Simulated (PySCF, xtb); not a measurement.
ClH6NOSi2, SMILES O[Si@H](Cl)N[SiH3]. Atoms are numbered in the order given.

```xyz
11

O     -1.7746    -0.8970     1.3007
Si    -0.3055    -0.1987     1.0100
Cl    -0.5184     1.6870     0.1567
N      0.6545    -1.0561    -0.1344
Si     1.3638    -0.5022    -1.6426
H     -2.3219    -1.0953     0.5303
H      0.2954    -0.0599     2.3520
H      0.8852    -2.0171     0.1160
H      2.1354    -1.6641    -2.1759
H      2.2894     0.6513    -1.4498
H      0.3292    -0.1125    -2.6452
```

Geometry optimised at r2SCAN-D4/def2-SVP. The structure was generated by enumeration; whether it is a known compound was not checked. One conformer was computed; it need not be the lowest.

These are IEF-PCM-ωB97X/def2-SVP (PySCF) values and carry that method's errors.

The values are the electrostatic part of the solvation free energy, E(continuum) − E(gas) at the gas-phase geometry, in a cavity of scaled van der Waals radii (PySCF's table); cavitation and dispersion terms are not included. In vacuum the orbital gap is 13.05 eV. The dipole moment in vacuum is 2.25 D.

| solvent | ε | ΔG(elec) (kcal/mol) | dipole (D) | gap (eV) |
|---|---|---|---|---|
| water | 78.36 | -5.6 | 2.91 | 13.13 |
| n-hexane | 1.88 | -2.0 | 2.47 | 13.08 |
| methanol | 32.61 | -5.4 | 2.89 | 13.13 |

For comparison, GFN2-xTB/ALPB(water) (xtb, at the GFN2-xTB geometry, all terms of that model) gives -4.6 kcal/mol.
